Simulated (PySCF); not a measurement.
Telling isomers of C8H8 apart by NMR

- PBE0-D3(BJ)/def2-SVP geometry
- spin–spin couplings from B3LYP/pcJ-1 (spin–dipole term left out of most H,H and C,H couplings)
- PBE0/pcSseg-1 with gauge-including orbitals
- run in PySCF
- one averaged value for each set of equivalent atoms, isolated molecule, relativity neglected, one conformer

Shifts are taken against calculated references (same method and geometry level): 1H (31.27 ppm) and 13C (184.41 ppm) vs TMS. Multiplet labels drop J under 1 Hz and among equivalent protons, and merge close values. Unscaled 3J(H,H) run several per cent high. Shifts are as computed. Against solution values, carbons near 30 ppm lie about +2 ppm off and those near 130 ppm about +5 ppm. Of 1211 compounds with measured shifts, 218 miss one by over three times the rms of a fit or turn the order of signals round; such compounds aren't used in these exercises.

(1) Tabulate the signals of `C1=CC2C3C=CC1C23`, `c1ccc2c(c1)CC2` and their relative energies.

(2) What is the quickest way to tell C1=CC2C3C=CC1C23 from c1ccc2c(c1)CC2?

Results:

(1) 
| SMILES | carbon types | δC | δH | E rel. (kcal/mol) |
| --- | --- | --- | --- | --- |
| C1=CC2C3C=CC1C23 | 8×CH | 138.1, 128.7, 56.3, 51.4, 44.9 | 5.77 (dd, 2H), 5.24 (m, 2H), 2.97 (dt, 1H), 2.83 (dt, 1H), 2.70 (m, 2H) | 27.5 |
| c1ccc2c(c1)CC2 | 2×C 4×CH 2×CH2 | 150.3, 132.7, 127.9, 31.1 | 7.33 (m, 2H), 7.18 (m, 2H), 3.18 (m, 4H) | 0.0 |

Energies are electronic energies at PBE0/pcSseg-1 on these geometries, without zero-point or thermal terms, each for the one conformer computed, which needn't be the lowest.

(2) Count the carbon signals: 5 against 4. The first has an allylic sp3 CH at 56.3 ppm, the second a substituted aromatic carbon (C) at 150.3 ppm. Their most deshielded carbons lie at 138.1 and 150.3 ppm. In the proton spectra the most deshielded non-exchanging signals are 5.77 (dd, J = 6.1, 2.4 Hz, 2H) and 7.33 (m, 2H).
